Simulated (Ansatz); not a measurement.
The same molecule with X = Si, Ge, Sn. Ansatz, PBE0-D4/def2-TZVP geometries, multiplicity 1. Each molecule was computed in one conformer, which needn't be the lowest.

Elements past krypton have def2 core potentials. Scalar relativity is left out up to krypton.

```
 X          molecule  mean X–Cl bond length / Å  mean X–H bond length / Å  mean X–S bond length / Å  LUMO energy (B3LYP/def2-TZVPP) / eV  HOMO energy (ωB97M-V/def2-TZVPP) / eV  LUMO energy (PBE/def2-TZVPP) / eV
Si       `S[SiH2]Cl`                      2.054                     1.478                     2.120                                -0.25                                 -10.12                              -0.94
Sn  `[SH][SnH2][Cl]`                      2.333                     1.698                     2.385                                -1.46                                  -9.98                              -2.07
```

Task: Give the row for X = Ge, `[SH][GeH2][Cl]`. (Estimate.)

Result: Ansatz gave: 
```tsv
X	molecule	mean X–Cl bond length / Å	mean X–H bond length / Å	mean X–S bond length / Å	LUMO energy (B3LYP/def2-TZVPP) / eV	HOMO energy (ωB97M-V/def2-TZVPP) / eV	LUMO energy (PBE/def2-TZVPP) / eV
Ge	`[SH][GeH2][Cl]`	2.156	1.531	2.205	-0.89	-10.02	-1.54
```

From Si to Sn the mean X–Cl bond length rises at each step, by 0.279 Å in all; the mean X–H bond length rises at each step, by 0.220 Å in all; the mean X–S bond length rises at each step, by 0.265 Å in all; the LUMO energy (B3LYP/def2-TZVPP) falls at each step, by 1.21 eV in all; the HOMO energy (ωB97M-V/def2-TZVPP) rises at each step, by 0.14 eV in all; the LUMO energy (PBE/def2-TZVPP) falls at each step, by 1.13 eV in all. Bonds lengthen as the atom grows down the group.

B3LYP here is the variant with VWN-RPA as its local correlation; programs differ in this.
